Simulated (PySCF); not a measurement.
Cl⁺ (chlorine, charge +1): UHF calculation

Configuration: [Ne] 3s2 3p3 3d1, high-spin 5D determinant (an excited configuration). Calculation: PySCF 2.14, in aug-cc-pVDZ-DK (5s4p2d, 27 functions); the spin-free X2C one-electron Hamiltonian (Gaussian nucleus).

```
Total energy                                                  : -459.905178 hartree
One-electron energy                                           : -626.5728 hartree
Hartree (Coulomb) energy                                      : 194.0106 hartree
Exchange energy                                               : -27.3430 hartree
⟨S²⟩                                                          : 6.0008
⟨L²⟩                                                          : 6.003
Sum of ⟨r⟩                                                    : 13.83 bohr
Sum of ⟨r²⟩                                                   : 22.94 bohr²
Traceless quadrupole moment −½Σ⟨3z² − r²⟩ along its main axis : 1.84 e·bohr²
Langevin diamagnetic susceptibility                           : -18.2 ×10⁻⁶ cm³/mol
```

| shell | electrons | mean orbital energy (hartree) | spread (hartree) | rms radius, mean of both spins (bohr) |
| --- | --- | --- | --- | --- |
| 1s α | 1 | -105.94673 | 0 | 0.105 |
| 1s β | 1 | -105.90911 | 0 | 0.105 |
| 2s α | 1 | -11.31452 | 0 | 0.478 |
| 2s β | 1 | -11.27582 | 0 | 0.478 |
| 2p α | 3 | -8.72777 | 0.00408 | 0.450 |
| 2p β | 3 | -8.65899 | 0.00406 | 0.450 |
| 3s α | 1 | -1.73577 | 0 | 1.59 |
| 3s β | 1 | -1.31491 | 0 | 1.59 |
| 3p α | 3 | -1.09444 | 0.01949 | 1.79 |
| 3d α | 1 | -0.29709 | 0 | 2.55 |

The outer electron is Rydberg-like, and this basis confines it to a smaller radius and binds it less than a complete one would.

Densities and radii are taken from the X2C orbitals without a picture-change correction, which distorts them close to the nucleus.

Spin-orbit constants ζ (cm⁻¹) from the X2C one-electron operator on these orbitals: bare nucleus, nucleus screened by l(l+1)(2l+1)/3 electrons, and screened by the Breit-Pauli mean field of the electrons.

```
shell   bare  screened nucleus  mean field
   2p   9956              8785        8245
   3p  822.6             725.8       673.0
   3d  16.76             6.901       2.723
```

To first order the Landé constant is A = 0.6809 cm⁻¹, so the lowest level has J = 0 and lies 0.000506 eV below the centre of the term. This holds in LS coupling only.
